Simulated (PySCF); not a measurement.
C3H10Si, charge -1, doublet, at the geometry of the source list (a state made from the parent by changing its charge; the spin is typed, not shown lowest) (in this run its highest filled SCF level lies above zero, so its values depend strongly on the basis, on diffuse functions most of all), with bond 5-1 at 2.0 times its length; PySCF with SVWN5/6-31G*.

Input for PySCF:
```python
from pyscf import gto, scf, dft

mol = gto.Mole()
mol.atom = '''
    Si    0.060900    0.224900    0.465600
    C    -0.932000    1.384200   -0.671600
    C     1.769600   -0.110800   -0.303000
    C    -0.876900   -1.418200    0.674900
    H     0.406300    1.499500    3.104200
    H    -1.080300    0.948100   -1.655800
    H    -1.913200    1.597100   -0.258100
    H    -0.422700    2.333400   -0.808800
    H     2.362300   -0.768900    0.325300
    H     1.683600   -0.581300   -1.278700
    H     2.331300    0.809400   -0.433100
    H    -1.023800   -1.918800   -0.278300
    H    -1.857000   -1.259700    1.114600
    H    -0.335500   -2.101700    1.322200
'''
mol.basis = '6-31g*'
mol.charge = -1
mol.spin = 1
mol.verbose = 4
mol.build()

mf = dft.UKS(mol)
mf.xc = 'lda,vwn'
mf.conv_tol_grad = 1e-7
mf.kernel()
mf.analyze()
```

What the program printed (banner, timings and long lists left out):

```
PySCF version 2.14.0

[INPUT] verbose = 4
[INPUT] num. atoms = 14
[INPUT] num. electrons = 43
[INPUT] charge = -1
[INPUT] spin (= nelec alpha-beta = 2S) = 1
[INPUT] symmetry False subgroup None
[INPUT] Mole.unit = angstrom
[INPUT] Symbol           X                Y                Z      unit          X                Y                Z       unit  Magmom
[...]
nuclear repulsion = 169.806879682972
number of shells = 46
number of NR pGTOs = 172
number of NR cGTOs = 80
basis = 6-31g*
ecp = {}

******** <class 'pyscf.dft.uks.UKS'> ********
method = UKS
initial guess = minao
damping factor = 0
level_shift factor = 0
DIIS = <class 'pyscf.scf.diis.CDIIS'>
diis_start_cycle = 1
diis_space = 8
diis_damp = 0
SCF conv_tol = 1e-09
SCF conv_tol_grad = 1e-07
SCF max_cycles = 50
direct_scf = True
direct_scf_tol = 1e-13
number electrons alpha = 22  beta = 21
XC library pyscf.dft.libxc version 7.1.2
    S. Lehtola, C. Steigemann, M. J. T. Oliveira, and M. A. L. Marques,  SoftwareX 7, 1–5 (2018)
XC functionals = lda,vwn
    P. A. M. Dirac,  Math. Proc. Cambridge Philos. Soc. 26, 376 (1930)
    F. Bloch,  Z. Phys. 57, 545 (1929)
    S. H. Vosko, L. Wilk, and M. Nusair,  Can. J. Phys. 58, 1200 (1980)
radial grids:
    Treutler-Ahlrichs [JCP 102, 346 (1995); DOI:10.1063/1.469408] (M4) radial grids

becke partition: Becke, JCP 88, 2547 (1988); DOI:10.1063/1.454033
pruning grids: <function nwchem_prune>
grids dens level: 3
symmetrized grids: False
atomic radii adjust function: <function treutler_atomic_radii_adjust>
small_rho_cutoff = 0
tot grids = 159616
init E= -407.152126483851

cycle= 1 E= -407.157202627009  delta_E= -0.00508  |g|= 0.58  |ddm|= 2.25
cycle= 2 E= -406.943113546168  delta_E= 0.214  |g|= 0.843  |ddm|= 1.81
cycle= 3 E= -407.344345151847  delta_E= -0.401  |g|= 0.0729  |ddm|= 1.05
cycle= 4 E= -407.349081821242  delta_E= -0.00474  |g|= 0.0469  |ddm|= 0.389
cycle= 5 E= -407.351990182498  delta_E= -0.00291  |g|= 0.0116  |ddm|= 0.15
cycle= 6 E= -407.352087657474  delta_E= -9.75e-05  |g|= 0.0019  |ddm|= 0.031
cycle= 7 E= -407.352090462611  delta_E= -2.81e-06  |g|= 0.000774  |ddm|= 0.00369
cycle= 8 E= -407.352091391127  delta_E= -9.29e-07  |g|= 0.000112  |ddm|= 0.00251
cycle= 9 E= -407.352091401089  delta_E= -9.96e-09  |g|= 2.31e-05  |ddm|= 0.000315
cycle= 10 E= -407.352091401735  delta_E= -6.47e-10  |g|= 1.58e-06  |ddm|= 7.4e-05
cycle= 11 E= -407.352091401735  delta_E= -2.27e-13  |g|= 8.24e-07  |ddm|= 3.95e-06
cycle= 12 E= -407.352091401737  delta_E= -1.59e-12  |g|= 5.92e-07  |ddm|= 2.05e-06
cycle= 13 E= -407.352091401736  delta_E= 1.36e-12  |g|= 1.37e-07  |ddm|= 8.78e-07
cycle= 14 E= -407.352091401738  delta_E= -2.61e-12  |g|= 6.04e-08  |ddm|= 3.51e-07
Extra cycle  E= -407.352091401737  delta_E= 1.48e-12  |g|= 1.16e-07  |ddm|= 3.99e-07
converged SCF energy = -407.352091401737  <S^2> = 0.75219162  2S+1 = 2.0021904
**** SCF Summaries ****
Total Energy =                        -407.352091401736800
Nuclear Repulsion Energy =             169.806879682972465
One-electron Energy =                 -906.461875651791161
Two-electron Energy =                  329.302904567081953
Two-electron Coulomb Energy =          368.045433168483441
DFT Exchange-Correlation Energy =      -38.742528601401467
**** MO energy ****
                             alpha | beta                alpha | beta
[...]
To work with the spin densities directly, `use mulliken_meta_spin()` only printing them here.

 ** Mulliken spin pop alpha/beta on meta-lowdin orthogonal AOs **
 ** Mulliken Spin Density (per AO)  **
spin_pop of  0 Si 1s        0.00000
spin_pop of  0 Si 2s       -0.00001
spin_pop of  0 Si 3s        0.09096
spin_pop of  0 Si 4s       -0.00254
spin_pop of  0 Si 2px      -0.00001
spin_pop of  0 Si 2py      -0.00000
spin_pop of  0 Si 2pz       0.00001
spin_pop of  0 Si 3px       0.01036
spin_pop of  0 Si 3py       0.05362
spin_pop of  0 Si 3pz       0.20700
spin_pop of  0 Si 4px       0.00001
spin_pop of  0 Si 4py      -0.00058
spin_pop of  0 Si 4pz      -0.00267
[...]
spin_pop of  0 Si 3dx2-y2    0.00005
spin_pop of  1 C 1s        0.00000
spin_pop of  1 C 2s        0.00142
spin_pop of  1 C 3s        0.00000
spin_pop of  1 C 2px       0.00108
spin_pop of  1 C 2py       0.00200
spin_pop of  1 C 2pz      -0.00130
spin_pop of  1 C 3px       0.00002
spin_pop of  1 C 3py       0.00033
spin_pop of  1 C 3pz       0.00015
spin_pop of  1 C 3dxy     -0.00000
spin_pop of  1 C 3dyz      0.00001
spin_pop of  1 C 3dz^2     0.00009
spin_pop of  1 C 3dxz      0.00006
spin_pop of  1 C 3dx2-y2    0.00001
spin_pop of  2 C 1s        0.00000
spin_pop of  2 C 2s        0.00142
spin_pop of  2 C 3s        0.00000
spin_pop of  2 C 2px       0.00316
spin_pop of  2 C 2py       0.00002
spin_pop of  2 C 2pz      -0.00141
spin_pop of  2 C 3px       0.00022
spin_pop of  2 C 3py       0.00005
spin_pop of  2 C 3pz       0.00022
spin_pop of  2 C 3dxy      0.00001
spin_pop of  2 C 3dyz      0.00003
spin_pop of  2 C 3dz^2     0.00003
spin_pop of  2 C 3dxz      0.00009
spin_pop of  2 C 3dx2-y2    0.00000
spin_pop of  3 C 1s        0.00000
spin_pop of  3 C 2s        0.00143
spin_pop of  3 C 3s        0.00000
spin_pop of  3 C 2px       0.00101
spin_pop of  3 C 2py       0.00136
spin_pop of  3 C 2pz      -0.00058
spin_pop of  3 C 3px       0.00001
spin_pop of  3 C 3py       0.00000
spin_pop of  3 C 3pz       0.00048
spin_pop of  3 C 3dxy      0.00003
spin_pop of  3 C 3dyz      0.00008
spin_pop of  3 C 3dz^2     0.00001
spin_pop of  3 C 3dxz      0.00002
spin_pop of  3 C 3dx2-y2    0.00002
spin_pop of  4 H 1s        0.56728
spin_pop of  4 H 2s        0.01288
spin_pop of  5 H 1s        0.01547
spin_pop of  5 H 2s        0.00140
spin_pop of  6 H 1s        0.00029
spin_pop of  6 H 2s       -0.00003
spin_pop of  7 H 1s        0.00029
spin_pop of  7 H 2s       -0.00003
spin_pop of  8 H 1s        0.00029
spin_pop of  8 H 2s       -0.00003
spin_pop of  9 H 1s        0.01546
spin_pop of  9 H 2s        0.00140
spin_pop of  10 H 1s        0.00029
spin_pop of  10 H 2s       -0.00003
spin_pop of  11 H 1s        0.01546
spin_pop of  11 H 2s        0.00139
spin_pop of  12 H 1s        0.00029
spin_pop of  12 H 2s       -0.00003
spin_pop of  13 H 1s        0.00029
spin_pop of  13 H 2s       -0.00003
 ** Mulliken Spin Density (per atom)  **
spin density of  0 Si =      0.35609
spin density of  1 C =      0.00386
spin density of  2 C =      0.00386
spin density of  3 C =      0.00387
spin density of  4 H =      0.58016
spin density of  5 H =      0.01686
spin density of  6 H =      0.00026
spin density of  7 H =      0.00026
spin density of  8 H =      0.00026
spin density of  9 H =      0.01686
spin density of  10 H =      0.00026
spin density of  11 H =      0.01686
spin density of  12 H =      0.00026
spin density of  13 H =      0.00026
 ** Mulliken pop alpha/beta on meta-lowdin orthogonal AOs **
 ** Mulliken pop       alpha | beta **
In total            22.00000 | 21.00000
 ** Mulliken atomic charges   ( Nelec_alpha | Nelec_beta ) **
charge of  0Si =      0.25828  (     7.04890      6.69281 )
charge of  1C =     -0.57217  (     3.28802      3.28415 )
charge of  2C =     -0.57216  (     3.28801      3.28415 )
charge of  3C =     -0.57217  (     3.28802      3.28415 )
charge of  4H =     -0.40756  (     0.99386      0.41370 )
charge of  5H =      0.07108  (     0.47289      0.45603 )
charge of  6H =      0.10876  (     0.44575      0.44549 )
charge of  7H =      0.10876  (     0.44575      0.44549 )
charge of  8H =      0.10875  (     0.44576      0.44549 )
charge of  9H =      0.07109  (     0.47288      0.45603 )
charge of  10H =      0.10874  (     0.44576      0.44550 )
charge of  11H =      0.07109  (     0.47288      0.45603 )
charge of  12H =      0.10877  (     0.44575      0.44548 )
charge of  13H =      0.10874  (     0.44576      0.44550 )

WARN: System has nonzero charge -1; the dipole moment is origin-dependent.
Location of origin: [0. 0. 0.]

Dipole moment(X, Y, Z, Debye): -0.96448, -3.55964, -7.36887
```
